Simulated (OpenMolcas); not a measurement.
Ti3+ with its 6 nearest chloride ions at 2.435 Å, on the Zr site of Cs2ZrCl6 (a = 10.407 Å, distance in the model lattice 2.446 Å). The rest of the host is ab initio model potentials to 7.6 Å and point charges beyond; the distance is set by hand and nothing relaxes, and no local charge compensation is placed. Ligand basis ANO-RCC-VDZP.

| Quantity | Value |
| --- | --- |
| Program | OpenMolcas 26.06 |
| Method | SS-CASPT2, IPEA 0.25 Eh, imaginary shift 0.1 Eh (closed shells correlated: 3s 3p and the ligand valence shells) |
| Basis | ANO-RCC-VTZP [6s5p3d2f1g] |
| Scalar Hamiltonian | DKH2, point nucleus |
| Active space | 1 electron in 5 orbitals (3d) |
| State averaging | 2S+1 = 2 even, 5 roots |
| Spin-orbit coupling | RASSI with atomic mean-field integrals over the reference wave functions |

**Question.** What is the spin-free ground state (labels of O, the rotations of Oh)?

**Answer.** 2T2, 3-fold in its orbital part; it has the highest spin that d1 allows.

**Question.** Where is the first state of the same spin?

**Answer.** 2E at 14000 cm-1 above the ground state.

**Question.** What are the lowest two levels with spin-orbit coupling?

**Answer.** A 4-fold level Γ8, then a 2-fold level Γ7 220 cm-1 above it. Their leading multiplicities are 2 (100 %) and 2 (100 %).

**Question.** What is χT at 300 K, and how does it compare with the textbook value?

**Answer.** The lowest level has 2S+1 = 2, for which the spin-only value is χT = S(S+1) / 2 = 0.375 cm3 K/mol (g = 2). The computed 0.447 at 300 K differs by +0.072, through orbital momentum, spin-orbit coupling and any other state in reach. With a threefold ground state the orbital momentum is unquenched, so the spin-only value is not expected to hold.

**Question.** Which ligand-field parameters describe the states?

**Answer.** The gap between the two states is 10Dq = 14034 cm-1. 

Over all roots computed the reference weight is 0.68; a low but even weight reflects the number of correlated electrons. An orbital triplet at a regular site is open to Jahn-Teller coupling, which can distort the site and quench the lowest spin-orbit gaps and is left out. Ligand-to-metal charge-transfer states are missing. With one d shell and no ligand orbital active, 10Dq can be off by a tenth or more. No measured value stands beside these numbers; the geometry was set by hand and not optimised.
